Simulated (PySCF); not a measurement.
## Shapes and spin states of OsO₂⁻

Computed with PySCF, B3LYP, basis Os def2-SVPD with ECP60, O def2-SVPD (scalar-relativistic core potentials, no spin–orbit coupling, density fitting).

Relaxations began from a few typed shapes and spin states; open shells are unrestricted. The search is not exhaustive: other isomers or separated fragments can lie lower, and high-lying points may rest on an excited occupation.

Problem. Which is the lowest minimum found?
A. quartet C2v: Os–O 1.796 Å (×2); O–Os–O 142.4°
B. sextet C2v: Os–O 2.084 Å (×2), O–O 1.438 Å; O–Os–O 40.4°, O–O–Os 69.8° (×2)
C. doublet C2v: Os–O 1.739 Å (×2); O–Os–O 151.6°
D. doublet D∞h: Os–O 1.753 Å (×2); O–Os–O 180.0°
E. quartet D∞h: Os–O 1.820 Å (×2); O–Os–O 180.0°
F. doublet (⟨S²⟩ 1.12) C2v: Os–O 1.963 Å (×2), O–O 1.419 Å; O–Os–O 42.4°, O–O–Os 68.8° (×2)
G. quartet C2v: Os–O 1.763 Å (×2); O–Os–O 120.1°

Solution. C. The others lie at 5.8 (doublet D∞h, a saddle point), 93.8 (quartet C2v), 154.0 (quartet C2v), 173.2 (quartet D∞h, a saddle point), 543.5 (doublet C2v), 547.4 (sextet C2v) kJ/mol above it.

Formally Os is in oxidation state +3, d5, with 1 unpaired electron (the high-spin count would be 5). The Mulliken spin on Os is 1.02. The polar-tensor charge on Os, 0.57, is far below the formal one.

For the lowest minimum: other spin states or occupations of the open shell can lie lower. The lowest empty level of this anion is unbound, so it and the gap depend on the basis. With an element this heavy the missing spin–orbit coupling can shift these numbers.

The electron or spin density has lower symmetry than the nuclear frame for the doublet D∞h at 5.8 kJ/mol, quartet D∞h at 173.2 kJ/mol.
